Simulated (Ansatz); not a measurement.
Ideal-gas functions of FI3Ti, SMILES `[F][Ti]([I])([I])[I]` at 600 K and 1 bar, from an Ansatz frequency run at PBE0-D4/def2-TZVP.

Molar mass 447.58 g/mol, point group C3v (symmetry number 3), electronic degeneracy 1, moments of inertia 1226.595, 1226.643, 2166.203 u Å². Harmonic wavenumbers (cm⁻¹, unscaled): 57, 57, 80, 137, 137, 217, 345, 345, 779.

Use S(trans) = R[1.5 ln M + 2.5 ln T − 1.1517]; rotational temperatures θ = 24.2544 K / I; S(rot) = R[ln(√π/σ · √(T³/θAθBθC)) + 1.5]; for each mode x = 1.438777 ν̃/T, S = R[x/(eˣ − 1) − ln(1 − e⁻ˣ)] and H = RT x/(eˣ − 1); 1 cm⁻¹ = 0.0119627 kJ/mol; R = 8.31446 J/(mol·K).

**Question.** By hand: the entropy, in J/(mol·K).

**Answer.** Translation 199.5. Rotation: θ = 0.0198, 0.0198, 0.0112 K, giving 139.2. Vibration, mode by mode: 24.87, 24.87, 22.06, 17.61, 17.61, 13.84, 10.12, 10.12, 4.23, in all 145.3. Electronic 0.0. Sum 484.0 J/(mol·K).

**Question.** By hand: H − E and G − E in kJ/mol, counted from the electronic energy.

**Answer.** Zero-point energy ½ × 2154 × 0.0119627 = 12.9; thermal vibration 34.2; translation, rotation and pV give 4 RT = 20.0. H − E = 67.1 kJ/mol, and G − E = 67.1 − 600 × 484.0/1000 = -223.3 kJ/mol.

Vibration gives 30 % of the entropy, 107.0 J/(mol·K) of it from the modes under 150 cm⁻¹: soft modes count most, and the harmonic formula is weakest for them.
